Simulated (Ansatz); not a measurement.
Consider the isomerisation: `F[SiH2]OC[SiH3]` → `OC(F)[SiH2][SiH3]`.

Calculated with Ansatz (gas phase, PBE0-D4/def2-TZVP geometries, no zero-point term in ΔE). CCSD(T)/CBS is the MP2 limit (def2-TZVPP, def2-QZVPP) plus CCSD(T) − MP2 in def2-TZVPP, frozen cores. Functionals use def2-TZVPP. One conformer a species, not always the lowest.

`F[SiH2]OC[SiH3]`:

Cartesian coordinates in Å:
```
F -2.531 0.193 1.762
Si -1.190 -0.672 1.707
O -0.495 -0.571 0.240
C 0.118 0.608 -0.274
Si 1.248 0.137 -1.715
H -1.542 -2.089 1.914
H -0.294 -0.108 2.745
H -0.650 1.314 -0.612
H 0.700 1.119 0.505
H 2.309 -0.786 -1.238
H 0.457 -0.524 -2.783
H 1.871 1.377 -2.251
```

`OC(F)[SiH2][SiH3]`:

```xyz
12

O     2.526    0.324   -0.390
C     1.242   -0.087   -0.666
F     1.169   -1.484   -0.627
Si    0.046    0.627    0.653
Si   -2.053   -0.373    0.399
H     3.101    0.103   -1.130
H     0.939    0.183   -1.687
H     0.621    0.361    1.996
H    -0.044    2.096    0.433
H    -2.512   -0.228   -1.010
H    -3.043    0.294    1.288
H    -1.992   -1.817    0.741
```

```
             level  ΔE (kcal/mol)
            PBE-D4           60.2
SCS-MP2/def2-TZVPP           74.6
```

Problem. What does CCSD(T)/CBS give? (Estimate.)

Solution. Ansatz gave: +71.3 kcal/mol. The listed levels differ from it by -11.1, 3.3 kcal/mol.

Largest T1 diagnostic among the species: 0.013.

In def2-TZVPP, CCSD(T) changes the Hartree–Fock value by −6.1 kcal/mol (the triples alone add −1.2 kcal/mol) and MP2 by −1.8 kcal/mol. From PBE to PBE0 (25 % exact exchange), in def2-TZVPP and without D4, ΔE moves by +3.4 kcal/mol.
